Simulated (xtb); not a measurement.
C2H6SZn, charge +1, doublet, from a rough starting geometry (GFN-xTB shapes and energies of metal compounds can be far from the true ones) (a state made from the parent by changing its charge; the spin is typed, not shown lowest); GFN2-xTB (xtb).

Here is a job for xtb.
```
$ xtb mol.xyz --gfn 2 --chrg 1 --uhf 1 --opt vtight --json

# file mol.xyz
10

Zn    -0.29071261     1.09588000     0.87200218
C      0.31769162    -0.73689513     0.16849163
C      0.38625967    -0.95161045    -1.33721332
H     -0.22692076    -1.57356278     0.67805549
H      1.38277338    -0.86142048     0.53821855
H      1.03713742    -0.09230035    -1.79480989
H     -0.64656049    -0.73613022    -1.77893462
H      0.75185194    -1.83393557    -1.67136735
S     -1.04838711     3.08944724     1.73708269
H     -1.73607155     2.49511195     2.68873934
```

Problem. What does xtb print? Leave out banner, timings and long lists.

Solution. 
```
   ID    Z sym.   atoms
    1   30 Zn     1
    2    6 C      2, 3
    3    1 H      4-8, 10
    4   16 S      9

           -------------------------------------------------
          |                Calculation Setup                |
           -------------------------------------------------

           -------------------------------------------------
          |                 G F N 2 - x T B                 |
           -------------------------------------------------

          ...................................................
          :                      SETUP                      :
          :.................................................:
          :  # basis functions                  28          :
          :  # atomic orbitals                  27          :
          :  # shells                           15          :
          :  # electrons                        21          :
          :  max. iterations                   250          :
          :  Hamiltonian                  GFN2-xTB          :
          :  restarted?                      false          :
          :  GBSA solvation                  false          :
          :  PC potential                    false          :
          :  electronic temp.          300.0000000     K    :
          :  accuracy                    1.0000000          :
          :  -> integral cutoff          0.2500000E+02      :
          :  -> integral neglect         0.1000000E-07      :
          :  -> SCF convergence          0.1000000E-05 Eh   :
          :  -> wf. convergence          0.1000000E-03 e    :
          :  Broyden damping             0.4000000          :
          :  net charge                          1          :
          :  unpaired electrons                  1          :
          ...................................................

 iter      E             dE          RMSdq      gap      omega  full diag
   1    -10.6262578 -0.106263E+02  0.110E+01    3.67       0.0  T
   2    -10.5220653  0.104192E+00  0.620E+00    4.13       1.0  T
   3    -10.5859260 -0.638607E-01  0.551E+00    4.05       1.0  T
   4    -10.7205879 -0.134662E+00  0.319E+00    3.73       1.0  T
   5    -10.7060980  0.144898E-01  0.281E+00    3.78       1.0  T
   6    -10.6844657  0.216324E-01  0.457E+00    3.68       1.0  T
   7    -10.7203099 -0.358442E-01  0.182E+00    3.88       1.0  T
   8    -10.7247277 -0.441786E-02  0.110E+00    3.89       1.0  T
   9    -10.7267661 -0.203839E-02  0.361E-01    3.90       1.0  T
  10    -10.7269413 -0.175124E-03  0.880E-02    3.90       1.0  T
  11    -10.7269552 -0.139775E-04  0.386E-02    3.89       1.0  T
  12    -10.7269572 -0.194918E-05  0.245E-02    3.90       1.3  T
  13    -10.7269549  0.227789E-05  0.375E-02    3.90       1.0  T
  14    -10.7269580 -0.311175E-05  0.690E-04    3.90      45.9  T
  15    -10.7269580  0.652263E-08  0.206E-03    3.90      15.3  T
  16    -10.7269580 -0.468807E-08  0.133E-03    3.90      23.7  T
  17    -10.7269580 -0.373750E-08  0.348E-04    3.90      90.8  T
  18    -10.7269580 -0.148383E-09  0.222E-04    3.90     142.3  T

   *** convergence criteria satisfied after 18 iterations ***

         :::::::::::::::::::::::::::::::::::::::::::::::::::::
         ::                     SUMMARY                     ::
         :::::::::::::::::::::::::::::::::::::::::::::::::::::
         :: total energy             -10.622084895432 Eh    ::
         :: gradient norm              0.153555741894 Eh/a0 ::
         :: HOMO-LUMO gap              3.895365294275 eV    ::
         ::.................................................::
         :: SCC energy               -10.726955302717 Eh    ::
         :: -> isotropic ES            0.131599714632 Eh    ::
         :: -> anisotropic ES         -0.007952042054 Eh    ::
         :: -> anisotropic XC          0.007244158192 Eh    ::
         :: -> dispersion             -0.003891381741 Eh    ::
         :: repulsion energy           0.104870407285 Eh    ::
[...]
 * total energy  :   -10.6429204 Eh     change       -0.1545269E-05 Eh
 * total energy  :   -10.6429221 Eh     change       -0.1676270E-05 Eh
 * total energy  :   -10.6429235 Eh     change       -0.1485550E-05 Eh
 * total energy  :   -10.6429244 Eh     change       -0.8829070E-06 Eh
 * total energy  :   -10.6429251 Eh     change       -0.6536939E-06 Eh
 * total energy  :   -10.6429257 Eh     change       -0.5801252E-06 Eh
 * total energy  :   -10.6429261 Eh     change       -0.4649979E-06 Eh
 * total energy  :   -10.6429265 Eh     change       -0.3533286E-06 Eh
 * total energy  :   -10.6429268 Eh     change       -0.2976402E-06 Eh
 * total energy  :   -10.6429271 Eh     change       -0.2735199E-06 Eh
 * total energy  :   -10.6429273 Eh     change       -0.2537064E-06 Eh
 * total energy  :   -10.6429274 Eh     change       -0.8727942E-07 Eh
   *** GEOMETRY OPTIMIZATION CONVERGED AFTER 40 ITERATIONS ***
         :: total energy             -10.642927392203 Eh    ::
[...]
        10        1.7535           -0.5778575             -15.7243
        11        1.2465           -0.5757344             -15.6665 (HOMO)
        12                         -0.4614020             -12.5554 (LUMO)
        13                         -0.3325605              -9.0494
        14                         -0.2882618              -7.8440
        15                         -0.2638969              -7.1810
        16                         -0.1865127              -5.0753
        17                         -0.1827797              -4.9737
        18                         -0.1808727              -4.9218
        19                         -0.1695636              -4.6141
        20                         -0.0636691              -1.7325
        21                         -0.0136275              -0.3708
        22                         -0.0030491              -0.0830
       ...                                ...                  ...
        27                          0.5710524              15.5391
      -------------------------------------------------------------
                  HL-Gap            0.1143324 Eh            3.1111 eV
             Fermi-level           -0.5476821 Eh          -14.9032 eV

     #   Z          covCN         q      C6AA      α(0)
     1  30 Zn       1.598     0.322   121.271    21.512
     2   6 C        3.608    -0.062    22.258     6.815
     3   6 C        3.757    -0.124    22.923     6.826
     4   1 H        0.925     0.136     1.493     1.911
     5   1 H        0.925     0.134     1.507     1.920
     6   1 H        0.924     0.110     1.698     2.038
     7   1 H        0.925     0.111     1.686     2.030
     8   1 H        0.923     0.162     1.316     1.794
     9  16 S        1.732    -0.012   141.527    20.025
    10   1 H        0.923     0.224     0.983     1.550

 Mol. C6AA /au·bohr⁶  :       1550.641044
 Mol. C8AA /au·bohr⁸  :      65081.723926
 Mol. α(0) /au        :         66.420739

Wiberg/Mayer (AO) data.
largest (>0.10) Wiberg bond orders for each atom

 ---------------------------------------------------------------------------
     #   Z sym  total        # sym  WBO       # sym  WBO       # sym  WBO
 ---------------------------------------------------------------------------
     1  30 Zn   1.516 --     9 S    0.704     2 C    0.629
     2   6 C    3.802 --     3 C    1.113     4 H    0.935     5 H    0.926
                             1 Zn   0.629     9 S    0.149
     3   6 C    3.953 --     2 C    1.113     7 H    0.952     6 H    0.948
                             8 H    0.858
     4   1 H    0.977 --     2 C    0.935
     5   1 H    0.978 --     2 C    0.926
     6   1 H    0.983 --     3 C    0.948
     7   1 H    0.983 --     3 C    0.952
     8   1 H    0.925 --     3 C    0.858
     9  16 S    1.815 --    10 H    0.923     1 Zn   0.704     2 C    0.149
    10   1 H    0.949 --     9 S    0.923
 ---------------------------------------------------------------------------

Topologies differ in total number of bonds
Writing topology from bond orders to xtbtopo.mol

molecular dipole:
                 x           y           z       tot (Debye)
 q only:       -0.584       0.553       1.044
   full:       -0.754       0.610       1.279       4.079
molecular quadrupole (traceless):
                xx          xy          yy          xz          yz          zz
 q only:       -5.437      -8.059       2.803      -7.309      11.462       2.634
  q+dip:       -4.495      -8.601       1.583      -8.387      12.031       2.912
   full:       -4.153      -8.200       0.835      -8.447      11.345       3.318

optimized geometry written to: xtbopt.xyz

           -------------------------------------------------
          | TOTAL ENERGY              -10.642927392203 Eh   |
          | GRADIENT NORM               0.000435989754 Eh/α |
          | HOMO-LUMO GAP               3.111143443319 eV   |
           -------------------------------------------------
```
